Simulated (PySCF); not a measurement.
**`[SiH3]O/C=C\C1CC1`: 4 charge schemes on one density**

Compound: C5H10OSi.
Geometry (GFN2-xTB, Å), atoms numbered from 1 in this order:
```
atom  x, y, z in Å
Si1    3.1374   -1.0984    0.3694
O2     1.6202   -0.6668   -0.0110
C3     1.1117    0.3401   -0.7557
C4    -0.1675    0.6957   -0.7015
C5    -1.1632    0.0670    0.1780
C6    -2.2696    0.9054    0.7628
C7    -2.5822   -0.0930   -0.3022
H8     3.9644   -1.2384   -0.8325
H9     3.7524   -0.0928    1.2395
H10    2.8611   -2.3599    1.0369
H11    1.8109    0.8407   -1.4148
H12   -0.5078    1.4997   -1.3360
H13   -0.7582   -0.7210    0.7990
H14   -2.2982    1.9524    0.5018
H15   -2.5825    0.6996    1.7750
H16   -3.1124   -0.9928   -0.0308
H17   -2.8236    0.2744   -1.2879
```

Density: PBE0/pcSseg-1 (PySCF); schemes: Mulliken, IAO, Hirshfeld and ESP-fitted. One conformer (not necessarily the lowest) at the GFN2-xTB geometry, without solvent, vibrations or thermal averaging.

Q: What partial charge does each atom carry?

A: In e:

```
atom                    environment  Mulliken     IAO  Hirshfeld  ESP-fitted
 Si1           oxygen-bound silicon    +0.703  +0.883     +0.395      +0.586
  O2             silyl ether oxygen    -0.596  -0.596     -0.192      -0.286
  C3  vinylic carbon bearing oxygen    +0.213  +0.030     +0.012      +0.043
  C4               alkene CH carbon    -0.169  -0.198     -0.076      -0.576
  C5                 allylic carbon    -0.252  -0.133     -0.043      +0.274
  C6     three-membered-ring carbon    -0.185  -0.291     -0.090      -0.336
  C7     three-membered-ring carbon    -0.184  -0.291     -0.089      -0.343
  H8                  Si–H hydrogen    -0.118  -0.152     -0.081      -0.123
  H9                  Si–H hydrogen    -0.113  -0.151     -0.081      -0.119
 H10                  Si–H hydrogen    -0.109  -0.126     -0.073      -0.115
 H11               vinylic hydrogen    +0.091  +0.132     +0.044      +0.127
 H12               vinylic hydrogen    +0.092  +0.147     +0.046      +0.252
 H13               methine hydrogen    +0.121  +0.156     +0.043      +0.060
 H14             methylene hydrogen    +0.123  +0.145     +0.045      +0.142
 H15             methylene hydrogen    +0.129  +0.150     +0.048      +0.133
 H16             methylene hydrogen    +0.129  +0.150     +0.048      +0.133
 H17             methylene hydrogen    +0.124  +0.145     +0.045      +0.148
```

Mean size of the charges over all atoms: IAO 0.228 e, ESP-fitted 0.223 e, Mulliken 0.203 e, Hirshfeld 0.085 e. Each set sums to the total charge, 0, to within 0.001 e. The IAO scheme projects the occupied orbitals on a minimal set of polarised atomic orbitals and counts the electrons in each atom's part of it.

Lowest charge. The schemes don't all agree: Mulliken O2 (-0.596); IAO O2 (-0.596); Hirshfeld O2 (-0.192); ESP-fitted C4 (-0.576).

Highest charge. All schemes agree: Mulliken Si1 (+0.703); IAO Si1 (+0.883); Hirshfeld Si1 (+0.395); ESP-fitted Si1 (+0.586).

Q: How many electrons does the IAO scheme count on C4?

A: Z − q = 6 − (-0.198) = 6.198.

Q: How closely do the schemes follow one another over all atoms?

A: Correlation coefficient and root-mean-square difference: IAO with Hirshfeld 0.98, 0.186 e; Mulliken with IAO 0.97, 0.082 e; Mulliken with Hirshfeld 0.95, 0.155 e; IAO with ESP-fitted 0.82, 0.175 e; Hirshfeld with ESP-fitted 0.81, 0.190 e; Mulliken with ESP-fitted 0.73, 0.197 e.

Q: Sum the charges by element, for elements with more than one atom.

A: 
```
element  atoms  Mulliken     IAO  Hirshfeld  ESP-fitted
      C      5    -0.577  -0.883     -0.287      -0.937
      H     10    +0.469  +0.597     +0.083      +0.638
```
